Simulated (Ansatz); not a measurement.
C₄H₆BCl (`C=C=C(C)BCl`) at its PBE0-D4/def2-TZVP geometry, where that method's forces vanish. Total charge 0; spin multiplicity 1.

```
atom   x (Å)   y (Å)   z (Å)
  C1   0.558   2.147  -0.702
  C2   0.259   0.950  -0.303
  C3  -0.021  -0.264   0.119
  C4  -1.243  -1.012  -0.346
  B5   0.998  -0.833   1.112
 Cl6   0.774  -2.442   1.774
  H7   0.200   3.021  -0.169
  H8   1.176   2.306  -1.580
  H9  -0.954  -1.952  -0.822
 H10  -1.828  -0.425  -1.053
 H11  -1.877  -1.271   0.505
 H12   1.958  -0.225   1.466
```

Task: For each bond, give half the difference of the two atoms' forces along it (eV/Å; positive pushes the atoms apart) under PBE-D4, r2SCAN-D4, B3LYP-D4, ωB97M-V in def2-TZVPP. (Estimate.)

Result: Ansatz gave: 
```csv
bond,length (Å),PBE-D4,r2SCAN-D4,B3LYP-D4,ωB97M-V
C1–C2,1.297,0.13,0.01,0.04,0.15
C1–H7,1.085,0.04,-0.03,-0.05,-0.11
C1–H8,1.085,0.04,-0.03,-0.05,-0.11
C2–C3,1.315,0.20,0.07,-0.06,-0.10
C3–C4,1.506,-0.07,0.11,0.23,0.19
C3–B5,1.533,-0.12,-0.07,-0.06,0.01
C4–H9,1.093,0.11,-0.03,-0.07,-0.09
C4–H10,1.090,0.10,-0.04,-0.06,-0.07
C4–H11,1.093,0.11,-0.03,-0.07,-0.09
B5–Cl6,1.754,0.13,0.12,0.21,0.12
B5–H12,1.190,0.06,-0.07,-0.17,-0.18
```

B3LYP here is the variant with VWN-RPA as its local correlation; programs differ in this.
